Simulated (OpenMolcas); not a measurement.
## B2+: CASPT2 settings compared

```
Program             : OpenMolcas
Basis               : ANO-RCC-VTZP [4s3p2d1f]
Scalar Hamiltonian  : DKH3, point nucleus
Active space        : 1 electron in 4 orbitals (2s 2p)
State averaging     : 2S+1 = 2 even, 1 root; 2S+1 = 2 odd, 3 roots
Spin-orbit coupling : RASSI with atomic mean-field integrals over the reference wave functions, term energies averaged over their components
```

Methods on the same reference wave functions:
A. CASSCF
B. SS-CASPT2, IPEA 0.35 Eh, imaginary shift 0.3 Eh (closed shells correlated: 1s)
C. XMS-CASPT2, IPEA 0.5 Eh, sigma2 regulariser 0.05 Eh (closed shells correlated: 1s)
D. XMS-CASPT2, IPEA 0.1 Eh, imaginary shift 0.2 Eh (closed shells correlated: 1s)

Energies in cm-1 above 2s 2S 1/2, the measured ground level; measured values from Moore, Atomic Energy Levels, vol. I, NSRDS-NBS 35 (1971 reprint of NBS Circular 467, 1949).

```tsv
Level	A	B	C	D	Measured
2s 2S 1/2	0.0	0.0	0.0	0.0	0.0
2p 2P* 1/2	49051	48721	48706	48710	48358
2p 2P* 3/2	49082	48752	48736	48741	48393
```

Deviations, from unrounded energies. A percentage is the sum of absolute deviations over the sum of measured energies, with the sign that they share, or ± where signs differ.

```tsv
Against measurement	Levels	A	B	C	D
mean absolute deviation (cm-1)	2	690	360	350	350
other configurations (%)	2	+1.4	+0.7	+0.7	+0.7
```

B, C, D lie about equally close to measurement and A furthest from it. The largest miss of C in the table is 2p 2P* 1/2, by +350 cm-1. The ranking rests on the paired levels alone, and a cruder setting can come out closer through cancelling errors.

Among B to D the level of the table that moves most is 2p 2P* 3/2, by 15 cm-1 (lowest in C, highest in B).

The lowest spin-free term lies below A's lowest term by 0.022 hartree in B, 0.022 hartree in C, 0.022 hartree in D.

With one active electron the reference holds no correlation, so core polarisation is missing (holds for A). With one active electron, CASPT2 adds the correlation within the correlated inactive shells and between them and that electron, and leaves the splitting within a term as the reference gives it (holds for B; C; D). Measured partners are found by configuration, term and J. A level has none where our copy of the source lacks it or the pairing is in doubt (some pairs that miss far off the trend of their configuration count as doubtful), and it then counts in no deviation. Levels of configurations outside the active space are missing.

* marks odd parity.
